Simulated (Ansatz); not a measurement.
One change: `[CH3][GaH2]` becomes `BC`.

Ansatz, PBE0-D4/def2-TZVP geometries, multiplicity 1. 

Scalar relativity is left out up to krypton.

```tsv
property	`[CH3][GaH2]`
HOMO energy (PBE/def2-TZVPP) / eV	-6.82
HOMO–LUMO gap (B3LYP/def2-TZVPP) / eV	6.14
HOMO–LUMO gap (PBE0/def2-TZVPP) / eV	6.65
HOMO–LUMO gap (PBE/def2-TZVPP) / eV	4.61
LUMO energy (ωB97M-V/def2-TZVPP) / eV	0.29
HOMO energy (ωB97M-V/def2-TZVPP) / eV	-10.25
```

Task: What does the change do to each property? (Best estimate.)

Result: The calculation gave: 
```csv
property,`BC`,shift
HOMO energy (PBE/def2-TZVPP) / eV,-7.57,-0.75
HOMO–LUMO gap (B3LYP/def2-TZVPP) / eV,7.35,1.21
HOMO–LUMO gap (PBE0/def2-TZVPP) / eV,7.77,1.12
HOMO–LUMO gap (PBE/def2-TZVPP) / eV,5.31,0.70
LUMO energy (ωB97M-V/def2-TZVPP) / eV,0.70,0.41
HOMO energy (ωB97M-V/def2-TZVPP) / eV,-11.33,-1.08
```

With PBE0 the HOMO falls by 0.96 eV and the LUMO rises by 0.16 eV, so the gap widens by about 1.12 eV. PBE moves the HOMO by -0.75 eV and ωB97M-V by -1.08 eV.

B3LYP here is the variant with VWN-RPA as its local correlation; programs differ in this.
